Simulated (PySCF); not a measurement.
**Computed properties of C2H5ClOSi2, SMILES C1[SiH2][Si@H](C=1Cl)O**

C2H5ClOSi2, SMILES [SiH2]1[Si@H](C(=C1)Cl)O. The structure is a stationary point at B3LYP-D3(BJ)/def2-SVP. The structure was generated by enumeration; whether it is a known compound was not checked. Other conformers were not sampled. All values are computed for the isolated molecule unless a solvent is named; none is compared with measurement here.

**Structure.** All 27 harmonic modes at B3LYP-D3(BJ)/def2-SVP (PySCF) are real, so it is a minimum. With heavy atoms numbered as in [OH:1][Si@@H:2]1[SiH2:3][CH:4]=[C:5]1[Cl:6], the shortest bond between them is C4–C5 at 1.357 Å and the longest Si2–Si3 at 2.355 Å.

**Vibrations.** The strongest infrared lines (harmonic, unscaled, degenerate partners summed) lie at 931 cm⁻¹ (189 km/mol, C 34 %, H 30 %, Si 20 %, O 13 %), 853 cm⁻¹ (163 km/mol, H 36 %, C 27 %, O 18 %, Si 16 %), 773 cm⁻¹ (148 km/mol, H 62 %, C 19 %, Si 11 %, O 9 %). The softest mode is at 110 cm⁻¹ and the zero-point energy is 39.7 kcal/mol.

**Electronic structure.** M06-2X/def2-TZVP (PySCF) places the frontier levels at -8.65 and -0.27 eV, a gap of 8.38 eV, and gives a dipole moment of 2.06 D and a mean polarisability of 90.6 bohr³. PBE/def2-TZVP (PySCF) at the same geometry gives -6.41 and -2.10 eV, so its gap is 4.07 eV narrower. An orbital gap is neither the optical nor the fundamental gap.

**Excitations.** TDA-M06-2X/def2-SVPD (PySCF) has S1 at 5.24 eV (236 nm, f = 0.002, dark); the most intense of the 10 singlets computed lies at 7.09 eV (f = 0.08). T1 (TDA) is at 4.27 eV, 0.97 eV under S1. TDA-PBE/def2-SVPD (PySCF) puts S1 at 4.44 eV. No vertical singlet excitation falls in the visible range (under 3.1 eV).

**NMR.** GIAO shifts at B3LYP/pcSseg-1 (PySCF) (non-relativistic, atoms alike by connectivity averaged): ¹³C from 163.2 to 182.2 ppm against TMS; ¹H from 1.7 to 7.6 ppm against TMS; ²⁹Si from -60.5 to 1.4 ppm against TMS. Without spin–orbit terms, shifts of atoms bonded to Cl or Br come out too high.

**Solvation.** SMD-PBE0/6-31G* (PySCF) gives -3.0 kcal/mol in water, -6.4 kcal/mol in 2-propanol, -4.2 kcal/mol in tetrahydrofuran (1 M in both phases, gas-phase geometry); of these solvents 2-propanol holds the molecule best.
